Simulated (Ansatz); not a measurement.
# Nudged elastic band run: AlFH5NSSi

Input:

```yaml
crystal:
  periodic: [false, false, false]
  atoms:
    - { symbol: F, position_ang: [-0.292615, -1.981623, -1.024138] }
    - { symbol: Si, position_ang: [-0.191025, -1.234821, 0.433942] }
    - { symbol: S, position_ang: [1.829151, -1.299874, 1.091703] }
    - { symbol: "N", position_ang: [-0.797516, 0.381586, 0.250514] }
    - { symbol: Al, position_ang: [-0.197912, 1.673937, -0.748762] }
    - { symbol: H, position_ang: [-0.99272, -1.951393, 1.406539] }
    - { symbol: H, position_ang: [2.27842, -0.529859, 0.073135] }
    - { symbol: H, position_ang: [-1.658091, 0.545885, 0.802353] }
    - { symbol: H, position_ang: [-0.954547, 2.963593, -0.777209] }
    - { symbol: H, position_ang: [1.059955, 1.381468, -1.505178] }
basis:
  gaussian: { orbitals: STO-3G }
hamiltonian:
  xc: pbe0
  dispersion: d4
neb:
  order_check: false
  images: 9
  f_tol: 0.05
  max_iterations: 45
  initial_path: idpp
  spring: { min: 2.0, max: 10.0 }
  final_atoms:
    - { symbol: F, position_ang: [0.24440735, -0.5491638, -1.26725253] }
    - { symbol: Si, position_ang: [-0.06565414, -1.04259733, 0.3790136] }
    - { symbol: S, position_ang: [1.69347072, -1.6252766, 1.38062021] }
    - { symbol: "N", position_ang: [-0.83369982, 0.46672198, 0.62271447] }
    - { symbol: Al, position_ang: [-0.53790644, 1.11000195, -1.07923865] }
    - { symbol: H, position_ang: [-0.84771015, -2.24690189, 0.18179794] }
    - { symbol: H, position_ang: [2.14522533, -0.35761648, 1.53408527] }
    - { symbol: H, position_ang: [-0.56709185, 0.98772789, 1.48011376] }
    - { symbol: H, position_ang: [0.54590592, 2.1387766, -1.20120523] }
    - { symbol: H, position_ang: [-1.69384692, 1.06722669, -2.02774983] }
```

Launched with:

```bash
$ ansatz run input.yaml --threads 1 --pin off --max-ram 2048MiB --backend cpu --events-out ev --progress --plain --runs-dir out
```

Output, in part (warnings, iteration lines, the closing report on the highest movable image, with atoms numbered from 0):

```
NEB end point (image 0): max|allowed force component| = 1.163e-2 eV/Å (the criterion of neb.relax_end_points is 1.000e-2)
NEB end point (image 10): max|allowed force component| = 1.290e-2 eV/Å (the criterion of neb.relax_end_points is 1.000e-2)
NEB iter   1: max|band force component| = 2.344e0 eV/Å  barrier→ = 0.7183 eV  barrier← = 1.6045 eV  Δτ_max = 0.2000 Å  (232 SCF iters)
NEB iter   2: max|band force component| = 1.106e0 eV/Å  barrier→ = 0.3679 eV  barrier← = 1.2542 eV  Δτ_max = 0.1994 Å  (246 SCF iters)
NEB iter   3: max|band force component| = 7.105e-1 eV/Å  barrier→ = 0.3046 eV  barrier← = 1.1908 eV  Δτ_max = 0.1984 Å  (216 SCF iters)
NEB iter   4: max|band force component| = 6.291e-1 eV/Å  barrier→ = 0.2517 eV  barrier← = 1.1380 eV  Δτ_max = 0.2000 Å  (219 SCF iters)
NEB iter   5: max|band force component| = 6.724e-1 eV/Å  barrier→ = 0.2483 eV  barrier← = 1.1346 eV  Δτ_max = 0.2000 Å  (221 SCF iters)
NEB iter   6: max|band force component| = 5.299e-1 eV/Å  barrier→ = 0.2028 eV  barrier← = 1.0890 eV  Δτ_max = 0.1978 Å  (219 SCF iters)
NEB iter   7: max|band force component| = 4.425e-1 eV/Å  barrier→ = 0.1754 eV  barrier← = 1.0617 eV  CI = image 7  Δτ_max = 0.1077 Å  (222 SCF iters)
NEB iter   8: max|band force component| = 3.056e-1 eV/Å  barrier→ = 0.1661 eV  barrier← = 1.0524 eV  CI = image 7  Δτ_max = 0.0695 Å  (224 SCF iters)
NEB iter   9: max|band force component| = 1.900e-1 eV/Å  barrier→ = 0.1596 eV  barrier← = 1.0459 eV  CI = image 7  Δτ_max = 0.1903 Å  (225 SCF iters)
NEB iter  10: max|band force component| = 7.038e-1 eV/Å  barrier→ = 0.1592 eV  barrier← = 1.0454 eV  CI = image 7  Δτ_max = 0.0960 Å  (223 SCF iters)
NEB iter  11: max|band force component| = 2.693e-1 eV/Å  barrier→ = 0.1578 eV  barrier← = 1.0440 eV  CI = image 7  Δτ_max = 0.0767 Å  (226 SCF iters)
NEB iter  12: max|band force component| = 1.444e-1 eV/Å  barrier→ = 0.1559 eV  barrier← = 1.0421 eV  CI = image 7  Δτ_max = 0.0555 Å  (228 SCF iters)
NEB iter  13: max|band force component| = 7.635e-2 eV/Å  barrier→ = 0.1557 eV  barrier← = 1.0419 eV  CI = image 7  Δτ_max = 0.0790 Å  (218 SCF iters)
NEB iter  14: max|band force component| = 2.275e-1 eV/Å  barrier→ = 0.1557 eV  barrier← = 1.0419 eV  CI = image 7  Δτ_max = 0.0394 Å  (217 SCF iters)
NEB iter  15: max|band force component| = 4.948e-2 eV/Å  barrier→ = 0.1556 eV  barrier← = 1.0418 eV  CI = image 7  Δτ_max = 0.0000 Å  (401 SCF iters)
Total energy: -29236.82212094 eV, -1074.4333955148 hartree
Atom 0 at     1.119904    -1.030538    -0.773955 Å, force     0.004816     0.001347    -0.006287 eV/Å
Atom 1 at     0.138727    -0.986623     0.556451 Å, force    -0.006421     0.006838    -0.000000 eV/Å
Atom 2 at     1.194474    -0.916608     2.390622 Å, force    -0.001112    -0.000898     0.002937 eV/Å
Atom 3 at    -0.718803     0.461491     0.159544 Å, force     0.006378    -0.020161     0.010034 eV/Å
Atom 4 at    -0.618086     0.926941    -1.528105 Å, force    -0.006898     0.009214    -0.005806 eV/Å
Atom 5 at    -0.647987    -2.206029     0.576545 Å, force    -0.001273     0.000797     0.001969 eV/Å
Atom 6 at     1.761073     0.284169     2.126387 Å, force     0.000340     0.000726    -0.001591 eV/Å
Atom 7 at    -0.837449     1.162463     0.910810 Å, force    -0.000803     0.003863    -0.005669 eV/Å
Atom 8 at    -0.633254     2.391914    -1.839690 Å, force     0.003409    -0.000427     0.000767 eV/Å
Atom 9 at    -0.675498    -0.138282    -2.575710 Å, force     0.001565    -0.001301     0.003646 eV/Å
Dipole moment:    -0.018489     0.196911     0.085569 e Å
```

The run converged. Another band between the same ends (9 images) ends at a top of the same energy, where a vibrational analysis finds 1 clearly imaginary mode. Limits of this set-up: minimal basis.

Final band (atoms are numbered from 1 in the order of the input):

```json
{"image": "0", "path coordinate (Å)": "0.00", "energy (eV)": "0.000", "F1–Al5 (Å)": "3.67", "Si2–Al5 (Å)": "3.14", "dihedral H6–Si2–N4–H8 (°)": "-4"}
{"image": "1", "path coordinate (Å)": "1.18", "energy (eV)": "0.011", "F1–Al5 (Å)": "3.41", "Si2–Al5 (Å)": "3.15", "dihedral H6–Si2–N4–H8 (°)": "26"}
{"image": "2", "path coordinate (Å)": "2.06", "energy (eV)": "0.028", "F1–Al5 (Å)": "3.32", "Si2–Al5 (Å)": "3.15", "dihedral H6–Si2–N4–H8 (°)": "47"}
{"image": "3", "path coordinate (Å)": "2.81", "energy (eV)": "0.040", "F1–Al5 (Å)": "3.31", "Si2–Al5 (Å)": "3.15", "dihedral H6–Si2–N4–H8 (°)": "66"}
{"image": "4", "path coordinate (Å)": "3.52", "energy (eV)": "0.044", "F1–Al5 (Å)": "3.34", "Si2–Al5 (Å)": "3.14", "dihedral H6–Si2–N4–H8 (°)": "85"}
{"image": "5", "path coordinate (Å)": "4.09", "energy (eV)": "0.066", "F1–Al5 (Å)": "3.23", "Si2–Al5 (Å)": "3.09", "dihedral H6–Si2–N4–H8 (°)": "100"}
{"image": "6", "path coordinate (Å)": "4.46", "energy (eV)": "0.120", "F1–Al5 (Å)": "2.99", "Si2–Al5 (Å)": "3.01", "dihedral H6–Si2–N4–H8 (°)": "106"}
{"image": "7", "path coordinate (Å)": "4.76", "energy (eV)": "0.156", "F1–Al5 (Å)": "2.72", "Si2–Al5 (Å)": "2.93", "dihedral H6–Si2–N4–H8 (°)": "112"}
{"image": "8", "path coordinate (Å)": "5.01", "energy (eV)": "0.090", "F1–Al5 (Å)": "2.45", "Si2–Al5 (Å)": "2.85", "dihedral H6–Si2–N4–H8 (°)": "116"}
{"image": "9", "path coordinate (Å)": "5.39", "energy (eV)": "-0.329", "F1–Al5 (Å)": "2.06", "Si2–Al5 (Å)": "2.72", "dihedral H6–Si2–N4–H8 (°)": "124"}
{"image": "10", "path coordinate (Å)": "6.65", "energy (eV)": "-0.886", "F1–Al5 (Å)": "1.84", "Si2–Al5 (Å)": "2.64", "dihedral H6–Si2–N4–H8 (°)": "125"}
```

The run took 9.7 min on 1 thread of Arm Neoverse N1 (shared host), peak memory 0.14 GiB.
